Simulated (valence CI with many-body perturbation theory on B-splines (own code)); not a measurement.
## Cr11+: electric-dipole lines

Method: valence CI with perturbative core correlation (CI+MBPT): three valence electrons over a frozen Dirac-Fock core [Ne], radial functions for each j: 11 s, 11 p, 9 d, 7 f, 5 g, 2 h, 1 i, with the one-electron correlation potential Σ1, the two-electron term Σ2, the three-electron term Σ3, Breit, model QED; selected CI, second order for the rest, scaled by the run's own slope (own B-spline code, finite nucleus).

No measured spectrum was set against this ion. As an estimate, levels of excited configurations hold to 0.05 to 0.15 % of their energy, terms of the ground configuration to about 0.5 %.

Lines 1 to 50 of 262 in falling wavelength, among levels below 119.82 eV, chosen from the strongest by gf and those to the six lowest levels. Wavelengths and rates use the calculated energies, so an error of 200 cm⁻¹ moves a line at 64.17 nm by 0.13 % and its rate by three times that or more. Electric multipoles are in the length gauge, E1 and E2 with the static RPA response of the core. Weak lines are less certain than strong ones. Lines between different terms over intervals too small for the method are left out, as are lines whose strength nearly cancels. Where a level lies close to another of its J and parity, the split of strength between their lines is uncertain. The highest levels of a list are the least certain.

Names give the largest LS component (configuration and term), which can be under half, so a name can repeat, a term be missing and a line seem to break the LS rules; names also repeat where a configuration has a term twice. Letters in brackets count levels of one name in rising energy.

| λ vac (nm) | Upper | Lower | A (s⁻¹) | S (a.u.) |
| --- | --- | --- | --- | --- |
| 64.17 | 3p3 2D°_5/2 | 3s.3p2 2P_3/2 | 5.04e+08 | 3.94e-01 |
| 61.90 | 3p2.3d 2D_5/2 [a] | 3s.3p.3d 2D°_5/2 [b] | 3.23e+08 | 2.27e-01 |
| 60.51 | 3p2.3d 2G_7/2 | 3s.3p.3d 2F°_5/2 [b] | 6.92e+08 | 6.05e-01 |
| 58.94 | 3p2.3d 2G_9/2 | 3s.3p.3d 2F°_7/2 [b] | 7.69e+08 | 7.77e-01 |
| 56.36 | 3p2.3d 2F_7/2 [a] | 3s.3p.3d 2F°_7/2 [a] | 6.57e+08 | 4.65e-01 |
| 55.62 | 3s.3p2 4P_1/2 | 3s2.3p 2P°_3/2 | 4.90e+06 | 8.33e-04 |
| 54.79 | 3p2.3d 2F_5/2 [a] | 3s.3p.3d 2F°_5/2 [a] | 9.06e+08 | 4.41e-01 |
| 54.17 | 3s.3p2 4P_3/2 | 3s2.3p 2P°_3/2 | 2.93e+06 | 9.21e-04 |
| 52.35 | 3s.3p2 4P_5/2 | 3s2.3p 2P°_3/2 | 1.12e+07 | 4.76e-03 |
| 52.07 | 3s.3p2 4P_1/2 | 3s2.3p 2P°_1/2 | 1.11e+07 | 1.55e-03 |
| 50.80 | 3s.3p2 4P_3/2 | 3s2.3p 2P°_1/2 | 2.54e+05 | 6.58e-05 |
| 49.50 | 3p2.3d 2P_1/2 [b] | 3s.3p.3d 2P°_3/2 [b] | 1.63e+09 | 1.95e-01 |
| 47.82 | 3p2.3d 2F_5/2 [a] | 3s.3p.3d 2D°_3/2 [a] | 1.25e+09 | 4.05e-01 |
| 47.30 | 3p2.3d 2D_3/2 [b] | 3s.3p.3d 2P°_1/2 [b] | 1.06e+09 | 2.22e-01 |
| 47.13 | 3s.3p.3d 4F°_3/2 [a] | 3s.3p2 2P_3/2 | 1.15e+09 | 2.38e-01 |
| 47.00 | 3s.3p.3d 4F°_3/2 [b] | 3s.3p2 2P_3/2 | 9.21e+08 | 1.89e-01 |
| 46.84 | 3p2.3d 2F_7/2 [a] | 3s.3p.3d 2D°_5/2 [a] | 1.22e+09 | 4.94e-01 |
| 46.19 | 3p2.3d 2D_5/2 [b] | 3s.3p.3d 2P°_3/2 [b] | 1.74e+09 | 5.07e-01 |
| 46.10 | 3p3 2P°_1/2 | 3s.3p2 2P_1/2 | 2.40e+09 | 2.32e-01 |
| 45.41 | 3p2.3d 2F_5/2 [b] | 3s.3p.3d 2D°_3/2 [b] | 1.42e+09 | 3.93e-01 |
| 45.06 | 3p2.3d 2G_9/2 | 3s.3p.3d 2F°_7/2 [a] | 3.21e+09 | 1.45e+00 |
| 44.99 | 3p2.3d 2F_7/2 [b] | 3s.3p.3d 2D°_5/2 [b] | 2.05e+09 | 7.37e-01 |
| 43.59 | 3p2.3d 2G_7/2 | 3s.3p.3d 2F°_5/2 [a] | 3.44e+09 | 1.12e+00 |
| 43.45 | 3p2.3d 2P_3/2 [a] | 3s.3p.3d 2D°_5/2 [a] | 1.74e+09 | 2.82e-01 |
| 42.64 | 3s.3p.3d 2F°_5/2 [a] | 3s2.3d 2D_3/2 | 1.16e+09 | 2.66e-01 |
| 42.62 | 3p2.3d 4F_3/2 | 3s.3p.3d 4D°_1/2 | 1.92e+09 | 2.94e-01 |
| 42.51 | 3p2.3d 4F_7/2 | 3s.3p.3d 4D°_5/2 | 1.28e+09 | 3.87e-01 |
| 42.15 | 3p2.3d 2D_5/2 [b] | 3s.3p.3d 2F°_7/2 [b] | 7.52e+08 | 1.67e-01 |
| 41.87 | 3p2.3d 4F_5/2 | 3s.3p.3d 4D°_3/2 | 1.71e+09 | 3.72e-01 |
| 41.85 | 3p3 2D°_3/2 | 3s.3p2 2D_3/2 | 1.82e+09 | 2.64e-01 |
| 41.71 | 3p3 2D°_5/2 | 3s.3p2 2D_5/2 | 2.35e+09 | 5.04e-01 |
| 41.66 | 3p2.3d 4F_9/2 | 3s.3p.3d 4D°_7/2 | 2.84e+09 | 1.01e+00 |
| 41.51 | 3p3 2D°_5/2 | 3s.3p2 2D_3/2 | 2.22e+08 | 4.71e-02 |
| 41.43 | 3p2.3d 2F_5/2 [b] | 3s.3p.3d 2F°_5/2 [b] | 2.08e+09 | 4.37e-01 |
| 41.29 | 3s.3p2 2D_3/2 | 3s2.3p 2P°_3/2 | 9.59e+07 | 1.33e-02 |
| 41.13 | 3s.3p.3d 2F°_7/2 [a] | 3s2.3d 2D_5/2 | 1.62e+09 | 4.46e-01 |
| 41.11 | 3p2.3d 2P_1/2 [a] | 3s.3p.3d 2D°_3/2 [a] | 2.12e+09 | 1.46e-01 |
| 41.10 | 3s.3p2 2D_5/2 | 3s2.3p 2P°_3/2 | 1.54e+09 | 3.16e-01 |
| 40.88 | 3p2.3d 4F_7/2 | 3s.3p.3d 4P°_5/2 | 1.46e+09 | 3.93e-01 |
| 40.55 | 3p2.3d 2F_7/2 [b] | 3s.3p.3d 2F°_7/2 [b] | 2.62e+09 | 6.90e-01 |
| 40.49 | 3p2.3d 4D_1/2 | 3s.3p.3d 4P°_1/2 | 2.75e+09 | 1.80e-01 |
| 39.98 | 3p3 4S°_3/2 | 3s.3p2 2D_3/2 | 3.37e+07 | 4.25e-03 |
| 39.79 | 3p2.3d 4D_3/2 | 3s.3p.3d 4P°_3/2 | 2.22e+09 | 2.76e-01 |
| 39.75 | 3p2.3d 4D_5/2 | 3s.3p.3d 4D°_5/2 | 1.89e+09 | 3.52e-01 |
| 39.72 | 3p2.3d 4D_5/2 | 3s.3p.3d 4P°_3/2 | 1.25e+09 | 2.33e-01 |
| 39.30 | 3s.3p2 2D_3/2 | 3s2.3p 2P°_1/2 | 1.74e+09 | 2.08e-01 |
| 39.14 | 3p2.3d 4D_7/2 | 3s.3p.3d 4D°_5/2 | 9.55e+08 | 2.26e-01 |
| 39.08 | 3p2.3d 4D_7/2 | 3s.3p.3d 4D°_7/2 | 1.25e+09 | 2.95e-01 |
| 38.59 | 3p2.3d 4D_5/2 | 3s.3p.3d 4D°_3/2 | 1.72e+09 | 2.92e-01 |
| 37.75 | 3p2.3d 4D_7/2 | 3s.3p.3d 4P°_5/2 | 3.67e+09 | 7.79e-01 |
